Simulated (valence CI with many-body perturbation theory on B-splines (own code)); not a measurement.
## Ta³³⁺: calculated level list

Method: configuration interaction combined with many-body perturbation theory (CI+MBPT): four valence electrons over a frozen Dirac-Fock core [Kr], radial functions for each j: 7 s, 7 p, 8 d, 6 f, 4 g, 1 h, with the one-electron correlation potential Σ1 (screened to all orders), the two-electron term Σ2, the three-electron term Σ3, Breit, model QED; selected single and double excitations, second order for the rest, scaled by the run's own slope (own B-spline code, finite nucleus).

The last digits are not significant, and no measured levels were compared; by estimate large intervals hold to a few tenths of a per cent, small ones and those within an open d or f shell to about a per cent. The list stops below the first excitations out of the core.

Levels 1 to 34 of 34, with energies above the lowest level, (4d3/2^4) J=0. "Leading %" is the weight of the configuration and term that name the level; weights of strongly mixed levels are sums over their largest components and can fall short. In the jj column 3d3/2^4 stands for four electrons in 3d with j = 3/2.

| No. | Configuration | Term | J | E (cm⁻¹) | Leading % | Second component | g | Leading jj |
| --- | --- | --- | --- | --- | --- | --- | --- | --- |
| 1 | 4d⁴ | ³P | 0 | 0 | 57 | 30 % 4d⁴ ⁵D |  | 4d3/2^4 (97 %) |
| 2 | 4d⁴ | ⁵D | 1 | 106410 | 63 | 37 % 4d⁴ ³P | 1.497 | 4d3/2^3 4d5/2 (97 %) |
| 3 | 4d⁴ | ³F | 4 | 145350 | 29 | 23 % 4d⁴ ³H | 1.085 | 4d3/2^3 4d5/2 (97 %) |
| 4 | 4d⁴ | ⁵D | 2 | 146020 | 48 | 15 % 4d⁴ ³D | 1.266 | 4d3/2^3 4d5/2 (86 %) |
| 5 | 4d⁴ | ³F | 3 | 157630 | 28 | 27 % 4d⁴ ⁵D | 1.167 | 4d3/2^3 4d5/2 (89 %) |
| 6 | 4d⁴ | ⁵D | 0 | 241140 | 64 | 21 % 4d⁴ ¹S |  | 4d3/2^2 4d5/2^2 (96 %) |
| 7 | 4d⁴ | ⁵D | 2 | 247170 | 41 | 22 % 4d⁴ ³F | 1.197 | 4d3/2^2 4d5/2^2 (88 %) |
| 8 | 4d⁴ | ³H | 4 | 250590 | 40 | 39 % 4d⁴ ⁵D | 1.157 | 4d3/2^2 4d5/2^2 (96 %) |
| 9 | 4d⁴ | ⁵D | 3 | 254900 | 46 | 38 % 4d⁴ ³G | 1.144 | 4d3/2^2 4d5/2^2 (88 %) |
| 10 | 4d⁴ | ³H | 5 | 269850 | 68 | 32 % 4d⁴ ³G | 1.083 | 4d3/2^2 4d5/2^2 (100 %) |
| 11 | 4d⁴ | ³P | 1 | 279080 | 45 | 37 % 4d⁴ ³D | 1.126 | 4d3/2^2 4d5/2^2 (93 %) |
| 12 | 4d⁴ | ³H | 6 | 280680 | 50 | 50 % 4d⁴ ¹I | 1.080 | 4d3/2^2 4d5/2^2 (99 %) |
| 13 | 4d⁴ | ³F | 3 | 292970 | 44 | 27 % 4d⁴ ³D | 1.096 | 4d3/2^2 4d5/2^2 (95 %) |
| 14 | 4d⁴ | ³G | 4 | 293800 | 57 | 37 % 4d⁴ ¹G | 1.032 | 4d3/2^2 4d5/2^2 (97 %) |
| 15 | 4d⁴ | ³D | 2 | 297230 | 33 | 31 % 4d⁴ ³F | 1.093 | 4d3/2^2 4d5/2^2 (96 %) |
| 16 | 4d⁴ | ³F | 2 | 334400 | 46 | 30 % 4d⁴ ³P | 1.000 | 4d3/2^2 4d5/2^2 (93 %) |
| 17 | 4d⁴ | ³F | 4 | 345330 | 63 | 20 % 4d⁴ ¹G | 1.212 | 4d3/2^2 4d5/2^2 (86 %) |
| 18 | 4d⁴ | ³P | 2 | 379530 | 39 | 33 % 4d⁴ ¹D | 1.177 | 4d3/2^2 4d5/2^2 (88 %) |
| 19 | 4d⁴ | ⁵D | 4 | 390240 | 27 | 27 % 4d⁴ ¹G | 1.134 | 4d3/2 4d5/2^3 (85 %) |
| 20 | 4d⁴ | ³F | 3 | 391220 | 45 | 24 % 4d⁴ ⁵D | 1.171 | 4d3/2 4d5/2^3 (95 %) |
| 21 | 4d⁴ | ³D | 1 | 405890 | 56 | 26 % 4d⁴ ³P | 0.934 | 4d3/2 4d5/2^3 (95 %) |
| 22 | 4d⁴ | ³G | 5 | 409110 | 68 | 32 % 4d⁴ ³H | 1.143 | 4d3/2 4d5/2^3 (100 %) |
| 23 | 4d⁴ | ³P | 0 | 413330 | 63 | 37 % 4d⁴ ¹S |  | 4d3/2^2 4d5/2^2 (55 %) |
| 24 | 4d⁴ | ¹I | 6 | 413380 | 50 | 50 % 4d⁴ ³H | 1.079 | 4d3/2 4d5/2^3 (99 %) |
| 25 | 4d⁴ | ³F | 2 | 433190 | 49 | 39 % 4d⁴ ³P | 1.056 | 4d3/2 4d5/2^3 (90 %) |
| 26 | 4d⁴ | ³D | 3 | 439160 | 35 | 35 % 4d⁴ ¹F | 1.090 | 4d3/2 4d5/2^3 (97 %) |
| 27 | 4d⁴ | ¹S | 0 | 468700 | 76 | 20 % 4d⁴ ³P |  | 4d3/2 4d5/2^3 (48 %) |
| 28 | 4d⁴ | ³P | 1 | 480010 | 91 | 7 % 4d⁴ ³D | 1.431 | 4d3/2 4d5/2^3 (97 %) |
| 29 | 4d⁴ | ³F | 3 | 480110 | 66 | 31 % 4d⁴ ¹F | 1.061 | 4d3/2 4d5/2^3 (99 %) |
| 30 | 4d⁴ | ¹G | 4 | 485880 | 70 | 21 % 4d⁴ ³F | 1.045 | 4d3/2 4d5/2^3 (95 %) |
| 31 | 4d⁴ | ¹D | 2 | 495280 | 65 | 26 % 4d⁴ ³P | 1.116 | 4d3/2 4d5/2^3 (79 %) |
| 32 | 4d⁴ | ³F | 4 | 551210 | 48 | 22 % 4d⁴ ¹G | 1.160 | 4d5/2^4 (95 %) |
| 33 | 4d⁴ | ¹D | 2 | 583850 | 41 | 23 % 4d⁴ ³D | 1.067 | 4d5/2^4 (86 %) |
| 34 | 4d⁴ | ¹S | 0 | 660780 | 54 | 44 % 4d⁴ ³P |  | 4d5/2^4 (85 %) |

The ionisation energy to 4d³ ⁴F3/2 of the next ion comes out as 1383.8 eV (NIST: 1382 ± 5 eV (theoretical)). All 34 levels together are meant to be complete up to 984600 cm⁻¹.
